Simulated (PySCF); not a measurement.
**Dipole response of Pd⁺ (palladium, charge +1)**

[Kr] 4d8 5s1, high-spin 4F determinant (an excited configuration). Calculation: PySCF 2.14, in aug-cc-pVTZ-DK (9s8p6d3f2g, 102 functions); scalar relativity by spin-free X2C-1e. Coupled (time-dependent) response in atomic units; α is the mean over directions.

```csv
method,mean α (bohr³),C₆ (like pair),S(−4)
r2SCANh,30.88,207.6,630.7
```

S(−4) is the Cauchy moment in α(ω) = α(0) + S(−4) ω² + …

Spin-orbit coupling is absent.

α(iu) at r2SCANh:

```tsv
u (hartree)	α(iu) (bohr³)
0	30.88
0.0500	29.40
0.100	25.89
0.200	18.49
0.300	13.61
0.500	8.738
0.750	6.039
1.00	4.578
1.50	2.970
2.00	2.097
3.00	1.202
5.00	0.5363
```

A single London oscillator, α(iu) = α/(1 + u²/ω²), gives C₆ = (3/4) ω α². Matching the computed C₆ needs ω = 4 × 207.6 / (3 × 30.88²) = 0.290 hartree.

For an ion, C₆ is the dispersion term alone; charge-induced terms of lower order in 1/R come first.
